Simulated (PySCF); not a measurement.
Cards and structures have been mixed up. Pair them.

Structures:
1. `CC#CC1CNC1`
2. `C=CC1(C(=O)F)CC1`
3. `C=CC(=C)CC(F)F`

Card P (geometry GFN2-xTB):
* Rotational constants A, B, C: 2.926, 1.416, 1.098 GHz
* Static isotropic polarisability (CAM-B3LYP/def2-SVPD): 76.5 au
* Strongest line among the 8 lowest singlet transitions (TDDFT CAM-B3LYP/def2-SVPD): S1 at 5.86 eV (212 nm, f = 0.561)
* HOMO energy (CAM-B3LYP/def2-SVPD): -8.39 eV
* Lowest triplet excitation (Tamm–Dancoff) (TDA CAM-B3LYP/def2-SVPD): 3.26 eV
* Lowest singlet excitation (TDDFT CAM-B3LYP/def2-SVPD): 5.86 eV (212 nm, f = 0.561)
* Dipole moment (CAM-B3LYP/def2-SVPD): 2.40 D

Card Q (geometry GFN2-xTB):
- Rotational constants A, B, C: 8.555, 1.237, 1.180 GHz
- Static isotropic polarisability (CAM-B3LYP/def2-SVPD): 77.0 au
- Lowest triplet excitation (Tamm–Dancoff) (TDA CAM-B3LYP/def2-SVPD): 5.47 eV
- HOMO energy (CAM-B3LYP/def2-SVPD): -7.87 eV
- Lowest singlet excitation (TDDFT CAM-B3LYP/def2-SVPD): 6.08 eV (204 nm, f = 0.000)
- Dipole moment (CAM-B3LYP/def2-SVPD): 1.51 D

Card R (geometry GFN2-xTB):
* Rotational constants A, B, C: 3.376, 1.783, 1.282 GHz
* Static isotropic polarisability (CAM-B3LYP/def2-SVPD): 71.2 au
* 13C chemical shifts (computed TMS as zero) by class (GIAO PBE0/pcSseg-1): 173.2 (1 C), 146.2 (1 C), 115.3 (1 C), 28.3 (2 C), 24.6 (1 C) ppm
* Point group: Cs
* Lowest triplet excitation (Tamm–Dancoff) (TDA CAM-B3LYP/def2-SVPD): 4.21 eV

Species are written as SMILES; each is one conformer at its optimised geometry, gas phase, non-relativistic unless stated; the electronic structure was computed with PySCF and density fitting. NMR classes are plain means over equivalent atoms (diastereotopic ones count apart unless rotation or inversion swaps them), as if these changed places fast.

Q: Which card belongs to which structure?

A: P = 3, Q = 1, R = 2. What ties each card to its structure:
- 1 (card Q), C6H9N, monoisotopic mass 95.1 u, 7 heavy atoms: an asymmetric top with C = 1.180 GHz; polarisability 77.0 au for 52 electrons, the largest shown; dipole 1.51 D.
- 2 (card R), C6H7FO, monoisotopic mass 114.0 u, 8 heavy atoms: 6 C in 5 classes; point group Cs; the least shielded carbon (173.2 ppm) is an acyl halide carbon; an asymmetric top with C = 1.282 GHz, the highest such constant on the cards; polarisability 71.2 au for 60 electrons, the smallest shown.
- 3 (card P), C6H8F2, monoisotopic mass 118.1 u, 8 heavy atoms: an asymmetric top with C = 1.098 GHz, the lowest such constant on the cards; polarisability 76.5 au for 62 electrons; dipole 2.40 D.
